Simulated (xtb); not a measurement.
fluoro(prop-1-en-2-yloxy)borinic acid (C3H6BFO2), SMILES O(C(=C)C)B(O)F. All values are semi-empirical tight-binding results from xtb (GFN2-xTB unless named), good for trends rather than for accurate numbers. Geometry: GFN2-xTB. Other conformers were not sampled.

Optimised geometry:

```xyz
13

C     -1.7292    -0.9444     0.0242
C     -1.1975     0.2662    -0.0229
C     -1.9386     1.5400     0.2433
O      0.1123     0.5084    -0.3813
B      1.1973    -0.2148    -0.1082
O      2.3815     0.1462    -0.6200
F      1.1537    -1.2907     0.7125
H     -1.1523    -1.8277    -0.1799
H     -2.7631    -1.0795     0.2803
H     -1.5172     2.0378     1.1153
H     -2.9907     1.3405     0.4160
H     -1.8268     2.2093    -0.6073
H      3.1221    -0.3983    -0.3534
```

```
Item                                              Value
----------------------------------------  -------------
orbital gap                                     5.12 eV
dipole moment                                    0.35 D
zero-point energy                         58.9 kcal/mol
G − E(el) at 298.15 K (modified RRHO)     38.4 kcal/mol
static polarisability (D4 model)             62.4 bohr³
solvation energy, GFN2-xTB/ALPB(water)    -7.1 kcal/mol
solvation energy, GFN2-xTB/ALPB(benzene)  -6.2 kcal/mol
```

Question: Give the IR lines (harmonic; lines under 4 % of the strongest left out, lines within 3 cm⁻¹ merged). (An estimate is asked for; the answer gives what the named calculation found.)

Answer: ν (cm⁻¹): 498 (w), 572 (m), 864 (w), 903 (w), 935 (w), 993 (m), 1024 (w), 1213 (s), 1258 (m), 1388 (vs), 1403 (w), 1723 (w), 3635 (w) (against the strongest line: vs over 80 %, s over 45 %, m over 15 %, w over 4 %, vw less)

Computed atomic charges and the Wiberg bond orders between heavy atoms:
charges (e) C1 -0.14, C2 0.15, C3 -0.12, O4 -0.31, B5 0.59, O6 -0.46, F7 -0.34, H8 0.06, H9 0.05, H10 0.06, H11 0.06, H12 0.07, H13 0.33. Bond orders C1–C2 1.87, C2–C3 1.02, C2–O4 0.99, O4–B5 1.17, B5–O6 1.18, B5–F7 0.94.
